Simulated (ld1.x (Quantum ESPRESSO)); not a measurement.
## Pr: variants of one RRKJ potential

Base potential:

| Quantity | Value |
| --- | --- |
| Element | praseodymium |
| Generator | ld1.x (Quantum ESPRESSO) 7.5 |
| Type | norm-conserving RRKJ (Kleinman–Bylander form) |
| Functional | PBEsol |
| Relativity | scalar-relativistic |
| Frozen core | [Kr] |
| Valence charge | 23 |
| Reference configuration | 4d10 4f3 5s2 5p6 5d0 6s2 6p0 |
| Partial waves | 5p (bound): rc 2.80 bohr; 4d (bound): rc 1.10 bohr; 4f (bound): rc 1.60 bohr; 5s (bound): rc 1.80 bohr |
| Local potential | the s channel |
| Core correction | Bessel-smoothed model core inside 0.70 bohr |
| rho0 | 0.005 |

Occupied shells without a wave of their own: 6s. They enter only through the test configuration that unscreens the potential, and ld1.x also counts them in the model core charge.

Cutoffs, loose and tight: the cutoffs (Ry, on a coarse ladder) from which the occupation-weighted sum of valence levels, in a spherical-Bessel basis at the reference potential, stays within 10 and 1 mRy of its value at 400 Ry. They do not see the model core or the augmentation charge, which bear on the density cutoff. Test errors are all-electron minus pseudo excitation energies from the reference, over the configurations 4d10 4f3 5s2 5p6 5d0 6s1 6p0; 4d10 4f3 5s2 5p6 5d0 6s0 6p0; 4d10 4f2 5s2 5p6 5d0 6s0 6p0; 4d10 4f3 5s2 5p6 5d0.5 6s1.5 6p0; 4d10 4f3 5s2 5p6 5d0 6s0 6p2; 4d10 4f3 5s2 5p6 5d1 6s0 6p0; 4d10 4f3 5s2 5p6 5d0 6s0 6p1. A dash means not determined; rows that change the core or the reference have their own tests.

With those shells counted twice in exchange and correlation these files are broken, and their errors move erratically; no question is asked of them.

```csv
change,outcome,"cutoff, loose","cutoff, tight",bound ghosts,largest test error (meV)
base,generated,140 Ry,180 Ry,none,-1481
"all radii but the core radius scaled by about 0.79 (s 1.42, p 2.20, d 0.86, f 1.26 bohr)",generated,230 Ry,over 300 Ry,none,-1391
"all radii but the core radius scaled by about 0.89 (s 1.60, p 2.48, d 0.98, f 1.42 bohr)",generated,160 Ry,230 Ry,none,-1399
"all radii but the core radius scaled by about 0.94 (s 1.70, p 2.64, d 1.04, f 1.50 bohr)",generated,160 Ry,180 Ry,none,-1418
"all radii but the core radius scaled by about 1.06 (s 1.90, p 2.96, d 1.16, f 1.70 bohr)","generated, misses its reference levels by 0.16 eV",140 Ry,180 Ry,none,-1567
"all radii but the core radius scaled by about 1.16 (s 2.08, p 3.24, d 1.28, f 1.86 bohr)","generated, misses its reference levels by 0.28 eV",120 Ry,160 Ry,none,-2109
"all radii but the core radius scaled by about 1.27 (s 2.28, p 3.54, d 1.40, f 2.02 bohr)","generated, misses its reference levels by 0.58 eV",110 Ry,140 Ry,none,-3806
"all radii but the core radius scaled by about 1.39 (s 2.50, p 3.88, d 1.52, f 2.22 bohr)",failed: run_pseudo: Errors in PS-KS equation,–,–,–,–
```

Reading the sweep of the scale of all radii but the core radius (base = 1) (base included, trends over the rows without a ghost): The loose cutoff falls from 230 Ry at 0.79 to 110 Ry at 1.27. A larger radius leaves more room for a smooth pseudo-wave, so fewer plane waves are needed; a smaller one forces it to follow the all-electron wave where it bends sharply. The median size of the test errors (rows with all tests solved) rises from 410.6 meV at 0.79 to 1885.6 meV at 1.27. More of the atom is replaced by a form fitted at one configuration, so other configurations suffer as the radius grows. The generation fails at 1.39.
